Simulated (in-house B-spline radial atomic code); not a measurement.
Two electrons outside the [He] 2s2 2p6 core: the cobalt ion Co¹⁵⁺

Computed with an all-electron radial atomic-structure program (B-spline basis): configuration interaction (CI) of the two valence electrons in the field of the frozen Dirac-Fock core, alone and with many-body perturbation theory for the core (screened one- and two-electron correlation potentials), Breit and QED terms; no-pair Dirac Hamiltonian, finite nucleus. Labels give the configuration (outer n counted up each series) and the leading LS term, or the jj pair where no LS term holds 70 %.

Command:
```bash
python run_mb.py task.json out
```
Settings (nuclear radius in fm, box in bohr, cutoff in hartree):
```
basis_form          3
Z                   27
core_configuration  [He] 2s2 2p6
rms_radius          3.7875
mass_number         59
speed_of_light      137.036
box_radius          5.294
lmax                6
intervals           60
virtual_cutoff      1458.0
```

Cost of the run: 37 s on 1 thread of Intel(R) Xeon(R) 6975P-C (shared host).

Excitation energies (eV):

```
    level  purity of the LS term  CI alone  CI + MBPT + Breit + QED
  3s2 1S0                    1.0         0                        0
3s3p 3P°0                    1.0    30.829                   30.877
3s3p 3P°1                  0.991    31.718                    31.74
3s3p 3P°2                    1.0     33.91                   33.888
3s3p 1P°1                  0.991    47.148                   46.684
  3p2 3P0                  0.961    73.666                   73.295
  3p2 1D2                  0.805    74.458                   74.245
  3p2 3P1                    1.0         ?                        ?
  3p2 3P2                  0.805    77.905                   77.488
  3p2 1S0                   0.96    88.209                   87.625
 3s3d 3D1                    1.0    90.294                   89.821
 3s3d 3D2                    1.0         ?                        ?
```

**Question.** Where does 3p2 3P1 lie?

**Answer.** 75.271 eV in CI alone and 74.867 eV with all corrections.

**Question.** Where does 3s3d 3D2 lie?

**Answer.** 90.476 eV in CI alone and 89.984 eV with all corrections.

**Question.** What is the first ionisation energy?

**Answer.** 511.3 eV to the 3s1/2 state of the next ion (510.96 eV from CI alone). NIST lists 511.96 ± 0.06 eV (semi-empirical).

Some electric-dipole lines (reduced elements in atomic units, length form; vacuum wavelengths from the computed energies):

| upper | lower | D bare (size) | D with core polarisation (size) | λ (nm) | A (s⁻¹) |
| --- | --- | --- | --- | --- | --- |
| 3s3p 3P°1 | 3s2 1S0 | 0.0749 | 0.0735 | 39.063 | 6.1e+07 |
| 3s3p 1P°1 | 3s2 1S0 | 0.827 | 0.812 | 26.558 | 2.4e+10 |
| 3p2 3P0 | 3s3p 3P°1 | 0.504 | 0.494 | 29.836 | 1.9e+10 |
| 3p2 1D2 | 3s3p 3P°1 | 0.307 | 0.301 | 29.169 | 1.5e+09 |
| 3p2 3P2 | 3s3p 3P°1 | 0.481 | 0.472 | 27.102 | 4.5e+09 |
| 3p2 1S0 | 3s3p 3P°1 | 0.0485 | 0.0477 | 22.185 | 4.2e+08 |
| 3s3d 3D1 | 3s3p 3P°0 | 0.455 | 0.447 | 21.034 | 1.5e+10 |
| 3s3d 3D1 | 3s3p 3P°1 | 0.392 | 0.385 | 21.347 | 1e+10 |

Weak lines are less accurate than strong ones.
